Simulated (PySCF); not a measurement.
A structure optimised at TPSSh-D3(BJ)/def2-SVP, used in a PySCF frequency run:

```
C
F 1 1.3329
Cl 1 1.7742 2 109.04
Br 1 1.9545 2 108.41 3 120.16
Br 1 1.9545 2 108.41 3 -120.16
```
Charge 0, spin multiplicity 1.

Task: Write its SMILES, formula and point group.

Result: FC(Cl)(Br)Br, CBr2ClF, Cs

Task: What are its rotational constants (standard atomic weights)?

Result: 1.8671, 1.0629, 0.81917 GHz
